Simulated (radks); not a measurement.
Numerical settings for neutral scandium, [Ar] 3d1 4s2. All-electron calculation, non-relativistic Kohn-Sham, BLYP, spin-unpolarised, spherical densities, point nucleus. Program: a radial shooting solver on a logarithmic mesh with Libxc functionals. The defaults (mesh step 0.008 in ln r, mesh end at 40 bohr or more with all orbitals vanishing there, Anderson mixing 0.5 over 9 steps, residual threshold near 1e-9 with the energy settled to 1e-9 hartree or 1e-11 of itself, here a cap of 57 iterations) give E = -760.6357 hartree and 3d at -3.242 eV in 14 iterations. Run on one thread of a shared host, so times are rough (Intel(R) Xeon(R) Platinum 8559C): 0.09 s of CPU time, 0.09 s wall, 14 iterations on 2669 mesh points. Changes against that run (0 stands for a change within the tolerance of the run):

setting                    iterations  converged  E (mhartree)  e(3d) (meV)  CPU (s)
mesh step in ln r 0.02             14        yes             0            0     0.04
mesh step in ln r 0.012            14        yes             0            0     0.05
mesh step in ln r 0.05             14        yes             0            0     0.02
mesh end (bohr) 20                 14        yes             0      +0.0114     0.07
mesh end (bohr) 400                14        yes             0            0     0.07
residual threshold 1e-05            9        yes             0       -0.207     0.05
residual threshold 0.01             7        yes     +0.000202        +8.12     0.05
mixing 1                           12        yes             0            0     0.07
linear mixing, mixing 1            57         no     +1.12e+03    +3.25e+03      0.5
linear mixing, mixing 0.8          51        yes             0            0     0.19
mixing history 20                  19        yes             0            0     0.08
iteration cap 5                     5         no     +0.000307          -16     0.03

No run marked as converged misses the energy by more than 1 mhartree. A mesh that ends early acts as a hard wall.
